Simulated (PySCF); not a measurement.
NMR data simulated for an unnamed compound:

¹H NMR (600 MHz, computed): δ 2.77 (m, 2H), 1.88 (m, 3H).

¹³C{¹H} NMR (computed): δ 133.2 (C), 126.2 (C), 48.3 (CH2), 25.5 (CH3).

PySCF calculation with geometry: GFN2-xTB and GIAO PBE0/pcSseg-1 shieldings; single conformer, no solvent model, no relativistic terms, one averaged value for each set of equivalent atoms.

Chemical shifts δ = σref − σ; ¹H and ¹³C against TMS, all at this level.

**Question.** Which of these does the molecule contain: a CF3 group, a methoxy group, a Si–CH3 group, a carboxylic acid?

**Answer.** 
- A CF3 group: yes (δC 133.2).
- A methoxy group: no.
- A Si–CH3 group: no.
- A carboxylic acid: no.

The data belong to SMILES CC(F)(F)CC(F)(F)F, C4H5F5; they needn't prove each group on their own.

Carbon signals by region: 2 in the sp2 and nitrile region (100–160 ppm), 2 below 50 ppm.

Splittings by ¹⁹F in the carbon and heteronuclear signals aren't shown, as no couplings were computed. Shifts are as computed. Against solution values, carbons near 30 ppm lie about +3 ppm off and those near 130 ppm about +5 ppm. Of 1211 compounds with measured shifts, 218 miss one by over three times the rms of a fit or turn the order of signals round; such compounds aren't used in these exercises. Multiplicities follow the n + 1 count of equivalent neighbours, as no J values were calculated; m marks all less simple cases, F and P coupling included.
